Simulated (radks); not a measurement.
Values are calculated unless marked as measured or tabulated.
Mo XXXIX, configuration 1s1 2s2 2p1 (not the ground configuration). Level of theory: Dirac Kohn-Sham, PBE, spin-unpolarised, spherical densities, finite nucleus; open shells fill j = l - 1/2 first; Fermi nuclear charge, rms radius 4.4091 fm (a radial shooting solver on a logarithmic mesh with Libxc functionals).

Unscreened Slater integrals over Kohn-Sham orbitals (hartree). Large and small components are both included. Empty in this configuration: 2p3/2.

| integral | value |
|---|---|
| F0(2p1/2,2p1/2) | 7.6732 |
| F0(2p1/2,2s1/2) | 6.8596 |
| G1(2p1/2,2s1/2) | 3.7027 |
| F0(2p1/2,1s1/2) | 10.390 |
| G1(2p1/2,1s1/2) | 2.0204 |
| F0(2p1/2,2p3/2) | 7.5415 |
| G2(2p1/2,2p3/2) | 3.5425 |
| F0(2s1/2,2s1/2) | 6.3671 |
| F0(2s1/2,1s1/2) | 8.9761 |
| G0(2s1/2,1s1/2) | 0.96302 |
| F0(2s1/2,2p3/2) | 6.7700 |
| G1(2s1/2,2p3/2) | 3.7500 |
| F0(1s1/2,1s1/2) | 27.097 |
| F0(1s1/2,2p3/2) | 9.9857 |
| G1(1s1/2,2p3/2) | 1.9481 |
| F0(2p3/2,2p3/2) | 7.4183 |
| F2(2p3/2,2p3/2) | 3.5679 |
